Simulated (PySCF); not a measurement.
Se⁺: ionisation energy

Se⁺ [Ar] 3d10 4s2 4p3 (4S) → Se²⁺ [Ar] 3d10 4s2 4p2 (3P), as a difference of total energies. Computed with PySCF 2.14 in x2c-SVPall, with the spin-free X2C one-electron Hamiltonian (Gaussian nucleus). Correlated levels: valence: [Ar] 3d10 frozen. The calculations carry no spin-orbit coupling.

```json
{"method": "UHF", "ionisation energy (eV)": "20.883"}
{"method": "TPSS", "ionisation energy (eV)": "21.389"}
{"method": "PBE0", "ionisation energy (eV)": "21.441"}
{"method": "MP2 (valence)", "ionisation energy (eV)": "21.245"}
{"method": "SCS-MP2 (valence)", "ionisation energy (eV)": "21.115"}
{"method": "CCSD (valence)", "ionisation energy (eV)": "21.192"}
{"method": "CCSD(T) (valence)", "ionisation energy (eV)": "21.197"}
```

Question: How much does correlation contribute at CCSD(T) (valence)?

Answer: 21.197 − (20.883) = 0.314 eV, measured against UHF.

The reference lies between the lowest fine-structure levels, while these numbers refer to the centres of the terms.

Errors of the correlated levels include the incompleteness of this basis and the frozen core.

For comparison: 21.196 ± 0.01 eV (measured; NIST Atomic Spectra Database, ionization energies).
